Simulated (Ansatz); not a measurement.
Abridged output of a molecular run in Ansatz:

```
Functional definition: HF
1162 factors; integrals over basis functions are off by at most 1.3e-3 eV
mean field evaluation 1: about -113055.0292 eV, gradient 4.3e1 eV
mean field evaluation 2: about -113055.0572 eV, gradient 4.3e1 eV
mean field evaluation 4: about -113059.2565 eV, gradient 2.9e0 eV
mean field evaluation 8: about -113059.3001 eV, gradient 2.7e-1 eV
mean field evaluation 16: about -113059.2169 eV, gradient 2.8e0 eV
mean field -113059.30040880 eV, -4154.8526556773 hartree, gradient 8.2e-6 eV, S^2 0.000000; 0 other end points of the search recorded, 0 dependent functions left out
20 core orbitals not correlated: weight in the atoms' cores, before any rotation towards them, 1.000 or more for the frozen orbitals, at most 0.000 for the correlated occupied ones
reference -113059.30040880 eV, -4154.8526556773 hartree; 22, 22 occupied and 75, 75 virtual orbitals, 1162 factors
second order -21.96753595 eV of doubles, -0.00000000 eV of singles
cycle   1  -21.50158356 eV  change    4.7e-1 eV  update   1.3e-1
cycle   2  -22.20412601 eV  change   -7.0e-1 eV  update   3.8e-2
cycle   3  -22.34184785 eV  change   -1.4e-1 eV  update   2.1e-2
cycle   4  -22.32693649 eV  change    1.5e-2 eV  update   5.5e-3
cycle   5  -22.32331864 eV  change    3.6e-3 eV  update   2.7e-3
cycle   6  -22.32399230 eV  change   -6.7e-4 eV  update   9.0e-4
cycle   7  -22.32348976 eV  change    5.0e-4 eV  update   3.3e-4
cycle   8  -22.32343232 eV  change    5.7e-5 eV  update   1.4e-4
cycle   9  -22.32348380 eV  change   -5.1e-5 eV  update   5.0e-5
cycle  10  -22.32350173 eV  change   -1.8e-5 eV  update   1.7e-5
perturbative correction -0.59273857 eV, -0.0217827407 hartree
Total energy: -113082.21664910 eV, -4155.6948119749 hartree
```

Its atoms:

Cartesian coordinates in Å:
```
N 0.1575 -0.1771 -2.0904
Ga -0.0717 0.6163 -0.4857
F -0.3466 2.3511 -0.6638
Ge -0.0511 -0.3350 1.7362
H 0.3265 -1.1588 -2.2220
H 0.1258 0.3317 -2.9580
H 1.0627 0.3071 2.5764
H -1.3967 -0.0838 2.4326
H 0.1936 -1.8515 1.6747
```

Question: Which basis set was used?
A. def2-TZVPP
B. def2-SVP
C. def2-SVPD
D. cc-pV(T+d)Z

Answer: B. It gives 117 functions.

Question: Write the keys of the input that set method, charge and spin (a neutral closed shell needs none for the last two).

Answer: 
```yaml
correlation: {method: ccsd_t}
```
